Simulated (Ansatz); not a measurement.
`C[SiH](N)Cl` → CH₄ + `N[Si]Cl` at 600 K and 1 bar (silylene formation by 1,1-elimination).

Calculated with Ansatz (gas phase, PBE0-D4/def2-TZVP geometries, no zero-point term in ΔE). CCSD(T)/CBS adds triple-zeta CCSD(T) − MP2 to the extrapolated MP2 energy (def2 sets, frozen cores). This one scheme is used for every species. One conformer a species, not always the lowest.

```json
{"species": "`C[SiH](N)Cl`", "CCSD(T)/CBS energy (Eh)": "-845.32705", "H − E (kJ/mol)": "251.7", "S (J/(mol·K))": "418.6"}
{"species": "CH₄", "CCSD(T)/CBS energy (Eh)": "-40.46206", "H − E (kJ/mol)": "140.4", "S (J/(mol·K))": "215.7"}
{"species": "`N[Si]Cl`", "CCSD(T)/CBS energy (Eh)": "-804.81589", "H − E (kJ/mol)": "108.1", "S (J/(mol·K))": "331.4"}
```

H − E and S are ideal-gas, rigid-rotor, harmonic terms from PBE0-D4/def2-TZVP, for one conformer and one mirror image of each species. 1 Eh = 2625.50 kJ/mol, R = 8.31446 J/(mol·K).

Question: By hand: ΔE, ΔH, ΔS and ΔG.

Answer: ΔE = (-40.46206) + (-804.81589) − (-845.32705) = 0.04910 Eh = 128.9 kJ/mol. Δ(H − E) = 140.4 + 108.1 − 251.7 = -3.2, so ΔH = 125.7 kJ/mol. ΔS = 215.7 + 331.4 − 418.6 = 128.5 J/(mol·K). ΔG = 125.7 − 600 × (128.5)/1000 = 48.6 kJ/mol.

Question: By hand: the equilibrium constant, and the temperature at which ΔG would vanish if ΔH and ΔS stayed fixed.

Answer: log₁₀ K = −ΔG/(RT ln 10) = -4.2. ΔG = 0 at ΔH/ΔS = 978 K.

The number of gas molecules changes by +1, which sets the sign of ΔS. A doubt of 5 kJ/mol in ΔE shifts log₁₀ K by 0.4 here. Other conformers and mirror images would add mixing entropy, several J/(mol·K) or more a flexible species. These are equilibria of isolated gas molecules and say nothing of rates. Largest T1 diagnostic: 0.013 (customary marks: 0.02 for closed shells, 0.045 for open ones).
